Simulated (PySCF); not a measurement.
**Field gradients at the hydrogen positions**

Species: C9H11P.
SMILES with atom numbers: `[CH3:1][P:2]1[CH2:3][c:4]2[cH:5][cH:6][cH:7][cH:8][c:9]2[CH2:10]1` (hydrogens: H11, H12, H13 on C1; H14, H15 on C3; H16 on C5; H17 on C6; H18 on C7; H19 on C8; H20, H21 on C10)

Geometry (GFN2-xTB, Å), atoms numbered from 1 in this order:
```
atom  x, y, z in Å
C1    -2.6408    0.2760    0.3350
P2    -1.9851   -1.2760   -0.4373
C3    -0.7842   -0.4658   -1.6182
C4     0.3609    0.0255   -0.7863
C5     1.2797    0.9801   -1.1838
C6     2.2982    1.3490   -0.3191
C7     2.3958    0.7679    0.9337
C8     1.4769   -0.1894    1.3343
C9     0.4596   -0.5594    0.4732
C10   -0.5957   -1.5789    0.7756
H11   -3.3245    0.7556   -0.3633
H12   -3.1963    0.0149    1.2341
H13   -1.8338    0.9626    0.5884
H14   -0.4383   -1.2190   -2.3340
H15   -1.2700    0.3304   -2.1859
H16    1.1988    1.4372   -2.1598
H17    3.0149    2.0977   -0.6232
H18    3.1883    1.0643    1.6050
H19    1.5489   -0.6402    2.3138
H20   -0.9558   -1.5262    1.8051
H21   -0.2064   -2.5895    0.6123
```

Level: PBE0/pcSseg-1 (PySCF, non-relativistic); Q(2H) = 0.00286 b; rigid geometry, the same for H and D, with no vibrational averaging.

Question: Rank these positions by the coupling χzz of a deuteron there, largest first.
A. H17 (aromatic hydrogen)
B. H14 (methylene hydrogen)
C. H13 (methyl hydrogen)
D. H12 (methyl hydrogen)

Answer: A (220 kHz), D (213 kHz), C (208 kHz), B (204 kHz).

Q: Tabulate Vzz, the asymmetry η and χzz = 234.96 MHz × Q × Vzz for every hydrogen position.

A: 
| atom | bonded to | bond length (Å) | Vzz (au) | η | χzz (kHz) |
| --- | --- | --- | --- | --- | --- |
| H11 | C1 | 1.089 | 0.3170 | 0.01 | 213 |
| H12 | C1 | 1.089 | 0.3170 | 0.01 | 213 |
| H13 | C1 | 1.089 | 0.3098 | 0.00 | 208 |
| H14 | C3 | 1.095 | 0.3029 | 0.01 | 204 |
| H15 | C3 | 1.092 | 0.3083 | 0.02 | 207 |
| H16 | C5 | 1.081 | 0.3264 | 0.06 | 219 |
| H17 | C6 | 1.080 | 0.3280 | 0.06 | 220 |
| H18 | C7 | 1.080 | 0.3281 | 0.06 | 220 |
| H19 | C8 | 1.081 | 0.3264 | 0.06 | 219 |
| H20 | C10 | 1.092 | 0.3083 | 0.02 | 207 |
| H21 | C10 | 1.095 | 0.3028 | 0.01 | 203 |

Q: How does χzz go with the bond length over the 11 C–H bonds?

A: A straight-line fit has a slope of -11.1 kHz for each 0.01 Å, with a correlation coefficient of -0.99, over lengths from 1.080 to 1.095 Å. The longer bonds have the smaller couplings here.

One conformer (not necessarily the lowest) at the GFN2-xTB geometry, without solvent, vibrations or thermal averaging. GFN2-xTB bond lengths can be off by several hundredths of an ångström, more for odd bonds, and the gradients follow them. The basis is small and wasn't made for field gradients, so the couplings can be 20 % off.
